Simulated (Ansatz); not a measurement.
Cd6O6, relaxed as a singlet with RKS PBE0-D4/def2-SVP in Ansatz, starting from the GFN1-xTB geometry. Force threshold 0.03 eV/Å.

In the def2 sets Cd takes a core potential; there is no spin–orbit coupling. The structure holds 4 bonds between oxygen atoms, so isomers without such links may lie far lower. Another isomer (singlet) lies 1.11 eV lower at PBE0-D4/def2-TZVP; other spin states weren't run for this one.

Start:

```tsv
atom	x (Å)	y (Å)	z (Å)
Cd1	0.1936	-1.1001	2.9255
Cd2	2.6165	2.3426	-0.4634
Cd3	0.3365	1.5849	-2.2007
Cd4	-0.9624	-0.2669	-0.7335
Cd5	2.6496	0.0936	1.5729
Cd6	-2.2206	-1.8992	0.9955
O7	-0.2023	-1.8185	-2.1597
O8	-0.4543	1.1625	1.0913
O9	0.9091	-2.0616	-1.4649
O10	-1.4554	1.9871	0.7811
O11	-2.3195	1.4555	-0.0812
O12	0.9092	-1.4798	-0.2630
```

(1) Estimate the energy that the relaxation releases and the steps that it takes.

(2) Does the start keep its bonding?

(3) Predict the relaxed structure.

Answers

(1) 268.1 kJ/mol, in 27 steps; 3 min on 4 threads of AMD EPYC 9R45 on a shared host. No frequencies were taken in this run, so the end may be a saddle point.

(2) Bonds lost: Cd3–Cd4, Cd4–Cd6 (atoms count from 1). Bonds formed: Cd5–O8, Cd5–O12 (atoms count from 1). Metal–metal contacts that move far: Cd4–Cd5 4.30 to 3.26 Å.

(3) 
Cartesian coordinates in Å:
```
Cd -0.272 -0.504 3.237
Cd 2.988 1.011 -0.934
Cd 1.955 1.320 -3.637
Cd -1.060 -0.199 -0.896
Cd 1.406 0.264 1.193
Cd -2.955 -1.522 2.766
O 0.399 -0.267 -2.445
O -0.609 1.349 0.705
O 1.373 -1.053 -1.749
O -1.728 0.989 1.454
O -2.376 -0.092 0.774
O 0.882 -1.297 -0.468
```
Bond lengths (bridged metal pairs left out): 6 × Cd–O 2.13 to 2.34 Å; 4 × O–O 1.39 to 1.43 Å; 4 × Cd–Cd 2.75 to 2.91 Å.
